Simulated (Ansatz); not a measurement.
Molecule: tetrachlorogermane, GeCl₄, charge 0, multiplicity 1. 
Geometry from a B3LYP-D3(BJ)/def2-TZVP (Ansatz, a program for electronic structure) optimisation:
SMILES: [Cl][Ge]([Cl])([Cl])[Cl]
```xyz
5

Cl    -0.9542    -1.5294    -1.1416
Ge     0.0000     0.0000     0.0000
Cl     2.0871    -0.4190     0.1462
Cl    -0.2815     1.8846    -0.9602
Cl    -0.8514     0.0638     1.9555
```
Charge 0, spin multiplicity 1.

Basis-set convergence of Hartree-Fock and CCSD correlation energies (hartree) with Ansatz. Valence correlation only, unless marked. No spin-orbit coupling. Frozen are the shells of the preceding noble gas and the d and f shells that filled before the atom's block. Non-relativistic.

| basis | functions | E(HF) | E(corr, CCSD) |
|---|---|---|---|
| def2-SVPD | 146 | -3912.72641 | -0.71372 |
| def2-TZVPPD | 258 | … | … |

Task: Fill in the missing entries.

Result: 
- def2-TZVPPD, E(HF): -3913.60511
- def2-TZVPPD, E(corr, CCSD): -0.92303
